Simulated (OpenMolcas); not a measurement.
# Ni6+: effect of the basis set

```yaml
Program: OpenMolcas
Method: "SS-CASPT2, IPEA 0.25 Eh, imaginary shift 0.1 Eh (closed shells correlated: 3s 3p)"
Active_space: 4 electrons in 10 orbitals (3d 4d)
State_averaging: 2S+1 = 5 even, 5 roots; 2S+1 = 3 even, 45 roots; 2S+1 = 1 even, 44 roots
Spin-orbit_coupling: RASSI with atomic mean-field integrals over the reference wave functions, term energies averaged over their components
```

A. ANO-RCC-VTZP [6s5p3d2f1g], DKH2, point nucleus; CASPT2 step roughly 16 core-minutes
B. ANO-R2 [6s5p4d2f1g], X2C, finite nucleus; CASPT2 step of the order of 15 core-minutes
C. ANO-RCC-VQZP [7s6p4d3f2g1h], DKH2, point nucleus; CASPT2 step of the order of 21 core-minutes

Energies in cm-1 above 3d4 5D0, the measured ground level; measured values from Corliss and Sugar, J. Phys. Chem. Ref. Data 10, 197 (1981).

```tsv
Level	A	B	C	Measured
3d4 5D0	0.0	0.0	0.0	0.0
3d4 5D1	295	287	285	279
3d4 5D2	854	831	826	804
3d4 5D3	1634	1592	1582	1520
3d4 5D4	2600	2530	2520	2392
3d4 3P0(1)	30730	31120	30640	30077
3d4 3H4	32310	32660	32180	31672
3d4 3P1(1)	32470	32830	32340	31836
3d4 3H5	33010	33330	32850	32286
3d4 3H6	33740	34040	33560	32877
3d4 3F2(1)	35010	35360	34840	34247
3d4 3F3(1)	35110	35460	34950	34317
3d4 3P2(1)	35260	35570	35060	34555
3d4 3F4(1)	35440	35780	35270	34576
3d4 3G3	39010	39360	38880	38160
3d4 3G4	39710	40050	39560	38746
3d4 3G5	40290	40610	40130	39247
3d4 3D3	47860	48200	47710	
3d4 3D2	48090	48430	47940	
3d4 3D1	48340	48670	48180	
3d4 1G4(1)	48850	49240	48600	
3d4 1I6	49320	49770	49080	
3d4 1S0	52690	53080	52380	
3d4 1D2	60950	61490	60780
```

Deviations, from unrounded energies. A percentage is the sum of absolute deviations over the sum of measured energies, with the sign that they share, or ± where signs differ.

| Against measurement | Levels | A | B | C |
| --- | --- | --- | --- | --- |
| mean absolute deviation (cm-1) | 16 | 620 | 860 | 490 |
| fine structure of the ground term (%) | 4 | +7.7 | +5.0 | +4.3 |
| other terms of the ground configuration (%) | 12 | +2.3 | +3.3 | +1.9 |

C lies closest to measurement on these levels and B furthest from it. The largest miss of C in the table is 3d4 3G5, by +880 cm-1. The ranking rests on the paired levels alone, and a cruder setting can come out closer through cancelling errors.

Among A to C the level of the table that moves most is 3d4 1D2, by 710 cm-1 (lowest in C, highest in B). Moves below CASPT2's spread within the term are not significant.

CASPT2 breaks the degeneracy within a term, and the mean is taken; among the terms shown or strongly mixed into the levels shown the widest spread is 380 cm-1 (3d4 1I, B). Active for correlation alone: 4d; no level in the range computed is led by a configuration that fills it, so any true level of that kind is missing. Measured partners are found by configuration, term and J. A level has none where our copy of the source lacks it or the pairing is in doubt (some pairs that miss far off the trend of their configuration count as doubtful), and it then counts in no deviation. Only configurations of the active space appear. The table leaves out levels that lie high or whose names do not pair safely across all columns.

A number in round brackets counts repeated terms of one configuration in the order of the reference energies.
